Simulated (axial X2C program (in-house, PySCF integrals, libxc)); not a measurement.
# Outer orbitals of PdH at 1.536 Å, PBE0

Calculated with an axial X2C code built on PySCF integrals. Spin-free means the one-electron spin-free X2C Hamiltonian; two-component (2c) means X2C with spin–orbit coupling and atomic mean-field two-electron Coulomb and Gaunt terms, so the difference of the two also holds small scalar two-electron terms. Basis: Pd dyall-cv3z [12s12p8d5f3g], H dyall-v3z [6s2p1d] (cores contracted in-house); Gaussian nuclei, density fitting, unrestricted open shells. Masses: Pd 105.903 u, H 1.008 u.

The distance is close to the 2c PBE0 minimum; the highest filled and lowest empty levels are listed.

Spin-free orbitals, state M_S = 1/2, Λ = 0 (beyond evenly filled blocks: σα) (Löwdin shares):

```tsv
symmetry	occupied	ε (eV)	atomic character
σα	yes	-10.22	60% Pd d, 32% H s, 4% Pd s
σβ	yes	-9.35	46% Pd d, 40% H s, 9% Pd s
π-α	yes	-7.70	97% Pd d
π+α	yes	-7.70	97% Pd d
π+β	yes	-7.50	97% Pd d
π-β	yes	-7.50	97% Pd d
δ+α	yes	-7.36	100% Pd d
δ-α	yes	-7.36	100% Pd d
δ-β	yes	-6.90	100% Pd d
δ+β	yes	-6.90	100% Pd d
σα	yes	-6.21	39% Pd s, 31% Pd d, 27% H s
σβ	no	-3.05	44% Pd s, 38% Pd d, 16% H s
σα	no	-1.61	55% Pd p, 32% Pd s, 6% H s
σβ	no	-1.29	60% Pd p, 22% Pd s, 8% H s
π+α	no	-0.19	98% Pd p
π-α	no	-0.19	98% Pd p
```

Spinors with spin–orbit coupling (state Ω = 1/2):

| ω | occupied | ε (eV) | atomic character | λ mixture |
| --- | --- | --- | --- | --- |
| 1/2 | yes | -10.24 | 60% Pd d, 31% H s, 4% Pd s | 100% σ |
| -1/2 | yes | -9.40 | 48% Pd d, 39% H s, 9% Pd s | 98% σ, 2% π |
| -1/2 | yes | -7.79 | 95% Pd d | 98% π, 2% σ |
| 3/2 | yes | -7.69 | 97% Pd d | 90% π, 10% δ |
| -3/2 | yes | -7.69 | 99% Pd d | 65% δ, 35% π |
| 1/2 | yes | -7.62 | 96% Pd d | 99% π, 1% σ |
| -3/2 | yes | -7.31 | 98% Pd d | 65% π, 35% δ |
| 5/2 | yes | -7.20 | 100% Pd d | 100% δ |
| 3/2 | yes | -7.04 | 100% Pd d | 90% δ, 10% π |
| -5/2 | yes | -6.74 | 100% Pd d | 100% δ |
| 1/2 | yes | -6.21 | 39% Pd s, 31% Pd d, 26% H s | 99% σ, 1% π |
| -1/2 | no | -3.05 | 44% Pd s, 39% Pd d, 16% H s | 99% σ, 1% π |
| 1/2 | no | -1.62 | 55% Pd p, 32% Pd s, 6% H s | 100% σ |
| -1/2 | no | -1.30 | 60% Pd p, 22% Pd s, 8% H s | 100% σ |
| -1/2 | no | -0.22 | 98% Pd p | 100% π |

Mulliken charges and populations of the two-component result (they depend on the basis, above all on diffuse functions):

Pd 0.12 e (s 8.54 p 18.04 d 19.30), H -0.12 e (s 1.07 p 0.04 d 0.01). ⟨Lz⟩ = 0.01 ħ and ⟨Sz⟩ = 0.49 ħ (0.41 and 0.09 on the two atoms), which add up to Ω.

Occupations by symmetry block were frozen at the best pattern of an incomplete PBE0 search. Density functionals use the spin component along the axis (collinear).
